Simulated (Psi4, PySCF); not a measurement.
CH7NO3Si, singlet, at a GFN2-xTB geometry, atoms displaced at random by about 0.03 Å a coordinate. Base run: TPSS/STO-3G, gradient run with PySCF.

Here is a job for PySCF.
```python
from pyscf import gto, scf, dft

mol = gto.M(
    atom='''
C     2.35383645   -0.04367059   -0.31960473
N     1.05478356    0.40287725   -0.74300410
Si   -0.36703719    0.04584357    0.08374667
O    -0.21050366    0.29407770    1.59531634
O    -1.64492345    0.90822941   -0.48348244
O    -0.84625168   -1.55685931   -0.24295842
H     2.53333295   -1.03986574   -0.51840774
H     2.43422869    0.17057401    0.75634803
H     3.17815817    0.58107799   -0.76076688
H     1.07778251    0.33393913   -1.79528798
H     0.32835506   -0.20081894    2.10361034
H    -1.63970856    1.79994388   -0.32691450
H    -1.74049853   -1.79466257   -0.16917638
''',
    basis='sto-3g',
    verbose=4,
)

mf = dft.RKS(mol)
mf.xc = 'tpss'
mf.kernel()
g = mf.nuc_grad_method()
grad = g.kernel()
```

Programs used: Psi4, PySCF; a row that names a program was run with it.

The coordinate followed is z of atom 10.

Variants of this job, named by their change:

| change | dE/dx (Eh/bohr) | net force (Eh/bohr) |
|---|---|---|
| base | -0.004696 | 0.000076 |
| conv_tol = 1e-6 | -0.004704 | 0.000076 |
| conv_tol = 1e-4 | -0.004722 | 0.000076 |
| grids.level = 1; grid_response = on | -0.004735 | 0.000000 |
| grids.level = 1; grid_response = off | -0.004711 | 0.000986 |
| grids.level = 5; grid_response = off | -0.004696 | 0.000014 |
| finite difference step (bohr) = 1e-5; conv_tol = 1e-11 | -0.004698 | - |
| grid_response = on | -0.004697 | 0.000000 |
| grids.level = 5; grid_response = on | -0.004696 | 0.000000 |
| finite difference step (bohr) = 0.2; conv_tol = 1e-11 | 0.004626 | - |
| code = psi4 | -0.004682 | 0.000181 |
| grids.level = 0; grid_response = off | -0.005069 | 0.030112 |

The net force is zero for an exact gradient.
